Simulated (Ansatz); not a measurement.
Geometry optimisation, UKS B3LYP-D4/STO-3G in Ansatz 0.2.0.

Input:

```yaml
crystal:
  periodic: [false, false, false]
  atoms:
    - { symbol: Al, position_ang: [-1.228882, -0.033677, 0.407152] }
    - { symbol: "N", position_ang: [1.645909, -1.430091, 0.664502] }
    - { symbol: O, position_ang: [-2.022708, -0.634464, -0.975383] }
    - { symbol: O, position_ang: [-1.806913, -0.407075, 1.966017] }
    - { symbol: H, position_ang: [1.744536, -0.395957, 0.545298] }
    - { symbol: O, position_ang: [0.124967, 1.143086, 0.18089] }
    - { symbol: C, position_ang: [0.210082, 1.50598, -1.234243] }
    - { symbol: H, position_ang: [2.263838, -1.628267, 1.501248] }
    - { symbol: H, position_ang: [2.224833, -1.807904, -0.136145] }
    - { symbol: H, position_ang: [-2.754725, -1.249562, -0.613934] }
    - { symbol: H, position_ang: [-1.161084, 0.057072, 2.609497] }
    - { symbol: H, position_ang: [0.308318, 0.639374, -1.936037] }
    - { symbol: H, position_ang: [-0.659566, 2.102874, -1.597372] }
    - { symbol: H, position_ang: [1.111395, 2.13871, -1.381391] }
magnetization:
  spin_polarized: true
basis:
  gaussian: { orbitals: STO-3G }
hamiltonian:
  xc: b3lyp
  dispersion: d4
relax:
  f_tol: 0.03
  max_steps: 50
```

Run as:

```bash
$ ansatz run input.yaml --threads 1 --pin off --max-ram 2048MiB --backend cpu --events-out ev --progress --plain --runs-dir out
```

Where does it end, and by what steps?

It converged. Limits of this set-up: minimal basis. After 14 steps the energy has fallen by 1.577 eV; H9 moved furthest, 0.75 Å. Joined: Al1–N2.

```csv
step,energy less start (eV),largest force component (eV/Å),accepted
0,0.0000,1.797,yes
1,-0.3333,1.034,yes
2,-0.7324,0.913,yes
3,-1.1198,0.817,yes
4,-1.3631,1.520,yes
5,-1.4991,0.779,yes
6,-1.5326,1.045,yes
7,-1.4324,1.453,no
8,-1.5704,0.239,yes
9,-1.5740,0.090,yes
10,-1.5736,0.133,no
11,-1.5754,0.063,yes
12,-1.5763,0.072,yes
13,-1.5769,0.041,yes
14,-1.5771,0.019,yes
```

```xyz
14
Properties=species:S:1:pos:R:3
Al -0.666 -0.498 0.498
N 1.132 -1.166 0.565
O -1.454 -1.103 -0.902
O -1.514 -0.445 1.991
H 1.238 0.028 0.282
O 0.382 0.972 0.162
C 0.312 1.518 -1.188
H 1.593 -1.455 1.460
H 1.479 -1.824 -0.171
H -2.419 -1.259 -0.604
H -0.961 0.185 2.579
H 0.316 0.738 -1.983
H -0.614 2.118 -1.321
H 1.177 2.191 -1.368
```

Whether the end is a true minimum wasn't checked by a vibrational analysis.

The run took 44 s on 1 thread of Intel(R) Xeon(R) Platinum 8559C (Emerald Rapids), with other jobs on the host, peak memory 0.2 GiB.
